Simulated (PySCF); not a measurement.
NMR data simulated for an unnamed compound:

¹H NMR (500 MHz, computed): δ 9.40 (d, 1H), 7.57 (d, 1H), 4.56 (s, 3H), 3.22 (q, 2H), 1.40 (t, 3H).

¹³C{¹H} NMR (computed): δ 173.3 (C), 153.4 (CH), 139.3 (CH), 131.1 (C), 36.6 (CH2), 18.7 (CH3).

Computed data (PySCF 2.14.0 with density-fitted response routines): shielding tensors at PBE0/pcSseg-1 (GIAO), structure optimised with GFN2-xTB. Non-relativistic, in vacuum, fast rotation and ring inversion assumed for equivalent nuclei, a single conformation.

Scale: ¹H (31.72 ppm) and ¹³C (186.93 ppm) against TMS (reference shieldings calculated alike).

Task: Which of these does the molecule contain: a Si–H bond, a non-aromatic C=C double bond, a benzene ring, a heteroaromatic ring, a CH3CH2 unit, a ketone?

Result: 
- A Si–H bond: yes (δH 4.56 (s)).
- A non-aromatic C=C double bond: no.
- A benzene ring: no.
- A heteroaromatic ring: yes.
- A CH3CH2 unit: yes (δC 18.7, 36.6; δH 1.40 (t), 3.22 (q)).
- A ketone: no.

The data belong to `CCc1nnccc1[SiH3]`, C₆H₁₀N₂Si; they needn't prove each group on their own.

Carbon signals by region: 1 in the far downfield region (above 160 ppm), 3 in the sp2 and nitrile region (100–160 ppm), 2 below 50 ppm. Above 160 ppm: 173.3, substituted aromatic carbon next to a ring nitrogen.

Shifts are as computed. Against solution values, carbons near 30 ppm lie about +3 ppm off and those near 130 ppm about +5 ppm. Of 1211 compounds with measured shifts, 218 miss one by over three times the rms of a fit or turn the order of signals round; such compounds aren't used in these exercises. Multiplicities follow the n + 1 count of equivalent neighbours, as no J values were calculated; m marks all less simple cases, F and P coupling included.
